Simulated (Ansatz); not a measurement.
BeH3N (SMILES [BeH][NH2]) moved off its minimum; all values from Ansatz (a first-principles code), cores frozen in correlated methods.
(charge 0, multiplicity 1)
```xyz
5

Be    -0.5900    -0.1143    -0.7333
H     -1.3094    -0.2904    -1.8247
N      0.3248     0.0411     0.4613
H      1.0394    -0.5930     0.7541
H      0.2586     0.8290     1.0861
```

```
level                largest force (eV/Å)  on atom  rms difference from CCSD(T)/aug-cc-pVTZ (eV/Å)  dipole (D)
-------------------  --------------------  -------  ----------------------------------------------  ----------
HF/def2-TZVPP                        0.69       H5                                           0.306        1.39
PBE/def2-TZVPP                       1.04       N3                                           0.147        1.66
r2SCAN/def2-TZVPP                    0.87       N3                                           0.083        1.61
B3LYP/def2-TZVPP                     0.88       N3                                           0.076        1.58
wB97M-V/def2-TZVPP                   0.80       N3                                           0.065        1.55
MP2/aug-cc-pVTZ                      0.64       N3                                           0.047        1.37
CCSD(T)/aug-cc-pVTZ                  0.72       N3                                           0.000        1.36
```

The differences count from one level among others, with limits of its own. Forces at CCSD(T)/aug-cc-pVTZ (eV/Å):

```json
[
 {"atom": "Be1", "Fx": "0.323", "Fy": "-0.098", "Fz": "0.146"},
 {"atom": "H2", "Fx": "-0.206", "Fy": "0.005", "Fz": "-0.168"},
 {"atom": "N3", "Fx": "-0.567", "Fy": "0.303", "Fz": "-0.334"},
 {"atom": "H4", "Fx": "0.298", "Fy": "-0.187", "Fz": "0.194"},
 {"atom": "H5", "Fx": "0.152", "Fy": "-0.023", "Fz": "0.160"}
]
```
